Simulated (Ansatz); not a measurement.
Isolated molecules relaxed with PBE0-D4/def2-TZVP in Ansatz; ΔE leaves out vibrations. CCSD(T)/CBS adds triple-zeta CCSD(T) − MP2 to the extrapolated MP2 energy (def2 sets, frozen cores). This one scheme is used for every species. Each species was taken in one conformer, which may not be the lowest.

Consider the formal exchange of groups at the Si–C bond: `C[Si](O)(O)F` + ethylene → `C=C[Si](O)(O)F` + CH₄.

| species | CCSD/def2-SVP energy (Eh) |
| --- | --- |
| `C[Si](O)(O)F` | -579.56550 |
| `C=C` | -78.28176 |
| `C=C[Si](O)(O)F` | -617.49651 |
| CH₄ | -40.35331 |

(1) Work out ΔE.

(2) What do rigid-rotor, harmonic-oscillator terms from PBE0-D4/def2-TZVP frequencies (298.15 K, 1 bar) make of the CCSD(T)/CBS value? (An estimate is asked.)

Largest T1 diagnostic among the species: 0.012.

Results:

(1) ΔE = (-617.49651) + (-40.35331) − (-579.56550) − (-78.28176) = -0.00256 Eh = -6.7 kJ/mol. CCSD(T)/CBS gives -2.6 kJ/mol.

(2) Ansatz gave: ΔZPE = -0.9 kJ/mol, ΔH = -2.0 kJ/mol, ΔS = -12 J/(mol·K), ΔG = +1.5 kJ/mol.

The D4 term adds −3.9 kJ/mol with B3LYP and −2.3 kJ/mol with PBE0; it sums over pairs of atoms, weighted by their polarisabilities, and B3LYP, whose exchange is more repulsive, gets the larger term. Leaving LDA and LC-ωPBE aside and taking each functional with its dispersion term where it has one, the values, not all of them listed here, spread over 4.6 kJ/mol, from BLYP-D4 to ωB97M-V. At CCSD(T), def2-SVP lies −5.4 kJ/mol from the extrapolated value and def2-TZVPP −0.8 kJ/mol.

B3LYP here is the variant with VWN-RPA as its local correlation; programs differ in this.
